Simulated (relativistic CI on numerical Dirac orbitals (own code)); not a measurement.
## d6 in a ligand field

Computed with a parametric ligand-field model of a d^n configuration (Racah B and C, spin-orbit zeta, crystal field), exact diagonalisation.

Field parameters in Wybourne normalisation: Td as Oh with Dq negative (B⁴₀ = 21Dq, B⁴₄ = √(5/14) B⁴₀). The field is a parameter set, without covalency.

B = 700 cm⁻¹, C = 3120 cm⁻¹ (C/B = 4.46), Td, no spin-orbit coupling. Tanabe-Sugano data, E/B above the lowest term (Δ = |10Dq|; b, c mark the second and third term of a kind):

```csv
Δ/B,5E,5T2,3T1,3E,3T2,3T1(b),1T2,1E
1.0,0.00,1.00,21.73,22.01,22.61,22.83,32.64,32.56
2.8,0.00,2.80,20.97,22.23,23.57,23.79,32.02,31.94
4.6,0.00,4.60,19.80,22.39,24.08,23.95,31.00,31.11
6.4,0.00,6.40,18.42,22.49,24.37,23.98,29.77,30.13
8.2,0.00,8.20,16.95,22.57,24.55,23.98,28.42,29.01
10.0,0.00,10.00,15.40,22.63,24.67,23.99,27.01,27.79
11.8,0.00,11.80,13.81,22.68,24.77,23.99,25.54,26.48
13.6,0.00,13.60,12.19,22.72,24.84,24.00,24.03,25.09
15.4,0.00,15.40,10.55,22.75,24.90,24.00,22.48,23.65
17.2,0.00,17.20,8.89,22.78,24.95,24.01,20.92,22.16
19.0,0.00,19.00,7.21,22.80,24.99,24.01,19.33,20.63
20.8,0.00,20.80,5.51,22.82,25.03,24.02,17.72,19.06
```

The ground term stays 5E.
